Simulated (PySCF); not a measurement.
Compound: CH7B2FSi.
Cartesian coordinates in Å at the PBE0-D3(BJ)/def2-SVP level; atoms count from 1:
```xyz
12
CH7B2FSi angstrom
C     -1.369   -1.088    0.162
B     -0.396    0.134    0.092
Si     1.611   -0.170   -0.018
B     -0.875    1.744    0.211
F     -1.060    2.515   -0.857
H     -1.454   -1.260    1.258
H     -0.982   -2.029   -0.257
H     -2.392   -0.902   -0.196
H      2.020   -1.584    0.261
H      2.021    0.160   -1.424
H      2.390    0.732    0.891
H     -1.026    2.293    1.290
```

Computed, not measured: PBE0-D3(BJ)/def2-SVP geometry optimisation, gas phase in PySCF.

Masses are those of the commonest isotopes; rigid-rotor values at the optimised geometry. The values belong to one conformer with, in the numbering `[CH3:1][B:2]([SiH3:3])[BH:4][F:5]`, C1–B2–B4–F5 -98°.

**Question.** Give the principal moments of inertia and the rotational constants in GHz.

**Answer.** Ia = 116.96, Ib = 224.18, Ic = 314.81 u·Å²; 505379 MHz·u·Å²/I gives 4321, 2254 and 1605 MHz, that is A = 4.3209, B = 2.2544, C = 1.6054 GHz.

**Question.** Classify the top.

**Answer.** An asymmetric top: κ = (2 × 2254 − 4321 − 1605)/(4321 − 1605) = -0.52.

**Question.** Is it planar, by Δ = Ic − Ia − Ib?

**Answer.** Not planar: Δ = Ic − Ia − Ib = -26.33 u·Å². For a rigid frame Δ = −2 Σ m c², so Σ m c² = 13.16 u·Å² lies off the ab plane: 7.50 from hydrogen and 5.66 from heavier atoms. The atom farthest from that plane is 1.73 Å away.

**Question.** Give the other two planar moments, Paa and Pbb, and the rms extents of the mass along the axes.

**Answer.** Paa = Σ m a² = (Ib + Ic − Ia)/2 = 211.01 and Pbb = Σ m b² = (Ia + Ic − Ib)/2 = 103.80 u·Å². With the mass M = 88.05 u, the rms extents √(P/M) along a, b and c are 1.55, 1.09, 0.39 Å.

**Question.** List the rotational levels J(Ka,Kc) to J = 4 (cm⁻¹).

**Answer.** Above 0(0,0):
J = 1: 1(0,1) 0.1287, 1(1,1) 0.1977, 1(1,0) 0.2193
J = 2: 2(0,2) 0.3819, 2(1,2) 0.4335, 2(1,1) 0.4985, 2(2,1) 0.7053, 2(2,0) 0.7096
J = 3: 3(0,3) 0.7518, 3(1,3) 0.7848, 3(1,2) 0.9141, 3(2,2) 1.0915, 3(2,1) 1.1122, 3(3,1) 1.4928, 3(3,0) 1.4933
J = 4: 4(0,4) 1.2309, 4(1,4) 1.2492, 4(1,3) 1.4619, 4(2,3) 1.6031, 4(2,2) 1.6596, 4(3,2) 2.0150, 4(3,1) 2.0189, 4(4,1) 2.5670, 4(4,0) 2.5671
The levels of one J sum to (2J + 1)J(J + 1)(A + B + C)/3.

**Question.** Predict some low-J microwave lines.

**Answer.** The dipole components are |μa| = 0.47 D, |μb| = 1.56 D, |μc| = 0.36 D. Intensities carry the squares of the components, which stand as 0.09 : 1.00 : 0.05 (a : b : c). Some of the stronger lines:

```tsv
type	branch	J(Ka,Kc)	MHz	lower level (cm⁻¹)
b	Q	1(1,0) ← 1(0,1)	2716	0.129
b	R	5(3,2) ← 4(4,1)	3489	2.567
b	Q	3(2,1) ← 3(1,2)	5938	0.914
b	Q	2(2,0) ← 2(1,1)	6330	0.498
b	Q	4(1,3) ← 4(0,4)	6924	1.231
b	Q	2(2,1) ← 2(1,2)	8147	0.434
b	R	2(1,2) ← 1(0,1)	9137	0.129
b	R	3(0,3) ← 2(1,2)	9541	0.434
b	Q	5(1,4) ← 5(0,5)	9571	1.816
b	Q	4(2,3) ← 4(1,4)	10609	1.249
b	Q	3(3,0) ← 3(2,1)	11426	1.112
b	Q	5(3,3) ← 5(2,4)	12940	2.237
b	R	5(1,4) ← 4(2,3)	15941	1.603
b	Q	5(4,1) ← 5(3,2)	16115	2.683
b	Q	4(4,0) ← 4(3,1)	16434	2.019
b	Q	4(4,1) ← 4(3,2)	16547	2.015
b	R	5(0,5) ← 4(1,4)	16979	1.249
b	R	3(2,2) ← 2(1,1)	17779	0.498
b	R	4(2,3) ← 3(1,2)	20654	0.914
b	Q	5(5,1) ← 5(4,2)	21253	3.220
b	R	4(3,2) ← 3(2,1)	27067	1.112
b	R	4(3,1) ← 3(2,2)	27802	1.092
b	R	4(4,0) ← 3(3,1)	32206	1.493
b	R	5(4,2) ← 4(3,1)	36020	2.019
b	R	5(4,1) ← 4(3,2)	36150	2.015
b	R	5(5,1) ← 4(4,0)	40838	2.567
```

Stationary, but not proved a minimum. These are rigid-rotor constants of the computed structure; measured ground-state constants (B0) also hold zero-point vibration. A rigid rotor knows nothing of internal rotation, which can split or shift real lines. Quadrupole hyperfine structure (11B) is left out.

On Arm Neoverse N1, one thread, shared host, this took 35 s of wall time and 0.45 GiB of memory at its peak. These figures are those of the optimisation.
